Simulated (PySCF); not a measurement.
## Spinor energies of Cr (chromium, neutral)

Start: [Ar] 3d5 4p1; 3d5/2 filled at m_j = -3/2, -1/2, +1/2, +3/2, +5/2; 4p3/2 filled at m_j = +3/2. Calculated with PySCF 2.14 in x2c-TZVPall-2c with one added diffuse shell each of s, p, d type (7s8p5d1f, 63 functions): generalised Hartree-Fock with the X2C-1e Hamiltonian and a Gaussian nucleus; one run each with spin-orbit coupling (SO) switched off, then screened by Boettger's factors. This is a chosen level, not necessarily the ground level.

| spinor shell | electrons | ε, spin-free (eV) | ε, screened SO (eV) | weight of nominal j (screened SO) | rms radius, screened SO (bohr) |
| --- | --- | --- | --- | --- | --- |
| 1s1/2 | 2 | -6043.5 | -6043.5 | 1.000 | 0.0734 |
| 2s1/2 | 2 | -724.33 | -724.32 | 1.000 | 0.316 |
| 2p1/2 | 2 | -605.65 | -611.80 | 0.982 | 0.286 |
| 2p3/2 | 4 | -605.65 | -602.64 | 0.991 | 0.288 |
| 3s1/2 | 2 | -92.624 | -92.633 | 1.000 | 0.973 |
| 3p1/2 | 2 | -57.941 | -58.307 | 0.665 | 1.06 |
| 3p3/2 | 4 | -57.941 | -57.782 | 0.832 | 1.06 |
| 3d5/2 | 5 | -11.835 | -11.846 | 0.594 | 1.56 |
| 4p3/2 | 1 | -3.368 | -3.361 | 1.000 | 5.68 |

```csv
quantity,spin-free,screened SO
E (hartree),-1049.53843,-1049.54985
M_J,4,4
⟨J²⟩,20.012,20.011
⟨L²⟩,2.012,2.013
⟨S²⟩,12.000,11.999
```

Each row is a mean over spinors that exchange with the open shell spreads, by up to 11.956 eV (3p3/2).

Rows whose weight is well below 1 are mixtures of j = l ± 1/2: exchange outweighs spin-orbit coupling there, and the label is only the starting occupation.

Without spin-orbit coupling the j labels of p, d and f shells carry no meaning; the spin-free column gives the mean over the occupied spinors of each nl shell.
